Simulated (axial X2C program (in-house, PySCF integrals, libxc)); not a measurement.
SrH: one setting changed

All values come from calculations with an in-house relativistic program for diatomic molecules, spin-free (one-electron X2C) or two-component (2c: spin–orbit coupling with atomic mean-field Coulomb and Gaunt terms, which also bring small scalar terms), in Dyall basis sets with cores contracted in-house; open shells are unrestricted.

Basis sets: H dyall-v3z, Sr dyall-v3z. Frozen shells (counts by l): SrH Sr 3s2p1d, H none, 11 electrons correlated. Where the outer core of a metal is frozen, bonds come out longer and ionisation energies lower.

Standard run:

```tsv
Hamiltonian	level	state	Re (Å)	ωe (cm⁻¹)	De (eV)
spin-free	MP2	M_S = 1/2, Λ = 0	2.140	1234.8	1.52
2c	MP2	Ω = 1/2	2.140	1234.9	1.52
```

The run was repeated with virtual space cut too low (ecut = 3, standard 25 hartree):

```tsv
Hamiltonian	level	state	Re (Å)	ωe (cm⁻¹)	De (eV)	points converged
spin-free	MP2	M_S = 1/2, Λ = 0	2.137	1261.4	1.53	10
2c	MP2	Ω = 1/2	2.137	1261.6	1.53	10
```

These are results of a setting spoiled on purpose, not properties of the molecule.

Problem. How far did the change move Re and ωe against the standard run?

Solution. MP2 spin-free: ΔRe -0.003 Å, Δωe 26.6 cm⁻¹; MP2 2c: ΔRe -0.003 Å, Δωe 26.7 cm⁻¹.

Each entry is the lowest single determinant of a limited PBE0 search at one distance. De goes to single-determinant-based atoms at the same level (for ions the charge split of lowest energy) and is withheld (n/a) where an atom does not fit its ground term or J level. Main or longest-lived isotopes.
